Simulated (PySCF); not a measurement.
Molfile (atoms numbered from 1):
```
C6H12O2
     RDKit          3D

 20 20  0  0  0  0  0  0  0  0999 V2000
    2.6292    0.8310    0.4786 O   0  0  0  0  0  0  0  0  0  0  0  0
    2.1983    0.2253   -0.7094 C   0  0  0  0  0  0  0  0  0  0  0  0
    0.6962   -0.0829   -0.6683 C   0  0  1  0  0  0  0  0  0  0  0  0
    0.3543   -1.0746    0.4467 C   0  0  0  0  0  0  0  0  0  0  0  0
   -1.1592   -1.2406    0.5561 C   0  0  0  0  0  0  0  0  0  0  0  0
   -1.8033    0.1329    0.7294 C   0  0  0  0  0  0  0  0  0  0  0  0
   -1.3518    1.0427   -0.4124 C   0  0  0  0  0  0  0  0  0  0  0  0
    0.0505    1.1644   -0.4628 O   0  0  0  0  0  0  0  0  0  0  0  0
    2.0157    1.5565    0.6543 H   0  0  0  0  0  0  0  0  0  0  0  0
    2.7701   -0.6980   -0.8207 H   0  0  0  0  0  0  0  0  0  0  0  0
    2.4018    0.8788   -1.5699 H   0  0  0  0  0  0  0  0  0  0  0  0
    0.3819   -0.4986   -1.6413 H   0  0  0  0  0  0  0  0  0  0  0  0
    0.7566   -0.6880    1.3850 H   0  0  0  0  0  0  0  0  0  0  0  0
    0.8346   -2.0305    0.2353 H   0  0  0  0  0  0  0  0  0  0  0  0
   -1.5408   -1.7077   -0.3559 H   0  0  0  0  0  0  0  0  0  0  0  0
   -1.4083   -1.8891    1.3977 H   0  0  0  0  0  0  0  0  0  0  0  0
   -2.8913    0.0565    0.7284 H   0  0  0  0  0  0  0  0  0  0  0  0
   -1.4859    0.5693    1.6786 H   0  0  0  0  0  0  0  0  0  0  0  0
   -1.7304    2.0591   -0.2820 H   0  0  0  0  0  0  0  0  0  0  0  0
   -1.7231    0.6448   -1.3705 H   0  0  0  0  0  0  0  0  0  0  0  0
  1  2  1  0
  2  3  1  0
  3  4  1  0
  4  5  1  0
  5  6  1  0
  6  7  1  0
  7  8  1  0
  8  3  1  0
  1  9  1  0
  2 10  1  0
  2 11  1  0
  3 12  1  6
  4 13  1  0
  4 14  1  0
  5 15  1  0
  5 16  1  0
  6 17  1  0
  6 18  1  0
  7 19  1  0
  7 20  1  0
M  END
```

Geometry: GFN2-xTB; GIAO shifts from PySCF 2.14.0 with density-fitted response routines, gas phase, non-relativistic, averaged over equivalent atoms.

At B3LYP/pcSseg-1 (196 basis functions, 39 s wall time on 1 thread of an Arm Neoverse V1, shared host):
| atoms | δ (ppm) |
| --- | --- |
| O8 | 68.4 |
| O1 | 18.4 |
| C3 | 84.7 |
| C7 | 74.6 |
| C2 | 71.9 |
| C4 | 32.1 |
| C6 | 31.7 |
| C5 | 29.2 |
| H11 | 4.27 |
| H19 | 4.24 |
| H20 | 3.62 |
| H10 | 3.48 |
| H12 | 3.16 |
| H13 | 2.15 |
| H16 | 1.94 |
| H18 | 1.52 |
| H15 | 1.45 |
| H9 | 1.34 |
| H17 | 1.32 |
| H14 | 1.24 |

Referencing at the same level of theory: $^{17}$O (σ = 335.74 ppm) against H2O; TMS for $^{13}$C (σ = 181.92 ppm), $^{1}$H (σ = 31.83 ppm).

Estimate the result of repeating the calculation with PBE0/pcSseg-1.

## Answers


| atoms | δ at PBE0/pcSseg-1 | change |
| --- | --- | --- |
| O8 | 59.7 | -8.7 |
| O1 | 13.2 | -5.2 |
| C3 | 82.1 | -2.6 |
| C7 | 72.5 | -2.1 |
| C2 | 69.8 | -2.1 |
| C4 | 30.4 | -1.7 |
| C6 | 29.9 | -1.8 |
| C5 | 27.5 | -1.7 |
| H11 | 4.24 | -0.03 |
| H19 | 4.22 | -0.02 |
| H20 | 3.58 | -0.04 |
| H10 | 3.46 | -0.02 |
| H12 | 3.13 | -0.03 |
| H13 | 2.12 | -0.03 |
| H16 | 1.93 | -0.01 |
| H18 | 1.50 | -0.02 |
| H15 | 1.43 | -0.02 |
| H9 | 1.32 | -0.02 |
| H17 | 1.29 | -0.03 |
| H14 | 1.21 | -0.03 |

Scale: $^{17}$O (336.08 ppm) vs H2O; $^{13}$C (186.93 ppm) and $^{1}$H (31.72 ppm) against TMS (reference shieldings calculated alike).

The largest change is at O8 (ether oxygen). Cost: 196 basis functions, 30 s wall time on 1 thread of an Arm Neoverse V2, shared host. The order of the carbon signals is the same at both levels.

Experimental scales use liquid or dissolved standards, which lie at an offset from isolated H2O (liquid H2O: subtract about 36 ppm).
